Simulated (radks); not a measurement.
Results of a calculation; reference values are marked as such.
Task: These are the eigenvalues of the occupied orbitals of an atom or ion with whole-number occupations (eV). Code: a radial shooting solver on a logarithmic mesh with Libxc functionals. Model: scalar-relativistic Kohn-Sham, PBEsol, spin-polarised, spherical densities, finite nucleus; Fermi nuclear charge, rms radius of each element as measured or else 0.836 A^(1/3) + 0.57 fm.

1s: -17855.84
2s: -2511.581
2p: -2244.902
3s: -447.0761
3p: -360.2144
3d: -217.5760
4s: -95.5446
4p: -72.7832

Which element is it, and in what charge state? The configuration may be excited. Open shells, if any, are filled with parallel spins first.

Result: Z = 40, zirconium, charge +4: Zr4+ in [Kr]. The list shows which subshells hold electrons but not how many an open one holds; the 1s level, -656.19 hartree, gives Z - s = 36.2 by -(Z - s)^2/2, which with screening and relativity narrows Z to a few neighbours, and the depths of the outer levels then fix element, charge and occupations together.
